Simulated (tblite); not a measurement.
Potential energy surface of H2B (cation, charge +1), singlet: map of symmetric stretch and bend. Scanned: B-H bond length and H-B-H angle.

Cartesian coordinates as functions of the variables (Å; names that start with a are angles):
```
B  0  0  0
H  r*sin(a/2)  0  r*cos(a/2)
H  -r*sin(a/2)  0  r*cos(a/2)
```

Method: GFN2-xTB, 300 K electronic temperature in tblite.

Energy in kcal/mol above the lowest grid point; x is the B-H bond length (Å), y the H-B-H angle (°).

```csv
y \ x,0.99,1.07,1.13,1.19,1.25,1.31,1.36,1.42,1.48,1.54,1.58
180,28.9,7.4,1.1,0.0,2.3,6.9,11.9,18.9,26.6,34.7,40.4
173,29.0,7.5,1.1,0.1,2.4,7.0,12.0,18.9,26.6,34.8,40.5
163,29.4,7.8,1.5,0.4,2.7,7.3,12.3,19.2,26.9,35.1,40.8
153,30.3,8.6,2.2,1.1,3.4,8.0,13.0,19.9,27.6,35.8,41.5
143,31.9,10.1,3.6,2.4,4.7,9.2,14.2,21.2,28.9,37.1,42.8
133,34.4,12.4,5.8,4.5,6.7,11.2,16.2,23.1,30.8,39.0,44.7
123,38.1,15.8,9.1,7.7,9.7,14.2,19.1,25.9,33.6,41.7,47.4
113,43.3,20.7,13.7,12.1,14.0,18.3,23.1,29.8,37.3,45.4,51.0
103,50.4,27.3,20.0,18.2,19.9,23.9,28.5,35.1,42.4,50.3,55.7
93,59.7,36.1,28.5,26.3,27.6,31.4,35.7,42.0,49.0,56.6,61.9
83,71.9,47.6,39.5,36.9,37.8,41.2,45.2,51.1,57.7,65.0,70.0
70,92.5,67.4,58.7,55.4,55.7,58.4,61.9,67.2,73.2,79.8,84.4
```

Points that lie below all their neighbours on the grid: x = 1.19, y = 180 on the edge of the grid (0.0 kcal/mol).
